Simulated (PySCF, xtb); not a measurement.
benzoquinone (C6H4O2), SMILES C1=CC(=O)C=CC1=O.

GFN2-xTB run with xtb at its own geometry gives an orbital gap of 1.40 eV and a dipole moment of 0.00 D.

The structure is a stationary point at PBE0-D3(BJ)/def2-SVP.

Question: What does PBE/def2-TZVP (PySCF) give? (The exact figures need the calculation; the answer reports its results.)

Answer: gap 1.78 eV (levels -6.29 and -4.51 eV), dipole 0.00 D.
